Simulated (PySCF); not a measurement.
C2H5FOSi2, SMILES O=C1C[SiH2][Si@@H]1F.

Geometry: B3LYP-D3(BJ)/def2-SVP. The structure was generated by enumeration; whether it is a known compound was not checked.

Computed with PBE0/def2-TZVP (PySCF).

Isolated molecule, no solvent.

Computed frontier levels, gap, dipole moment and polarisability:
```json
{
 "highest_occupied_level": "-6.85 eV",
 "lowest_empty_level": "-2.17 eV",
 "orbital_gap": "4.68 eV",
 "dipole_moment": "2.58 D",
 "quadrupole, principal values (traceless, Buckingham form, about the centre of nuclear charge)": "-8.97, 0.49, 8.49 D·Å",
 "mean_static_polarisability": "78.2 bohr³ (11.59 Å³)",
 "polarisability_principal_values": "62.3, 81.9, 90.5 bohr³"
}
```
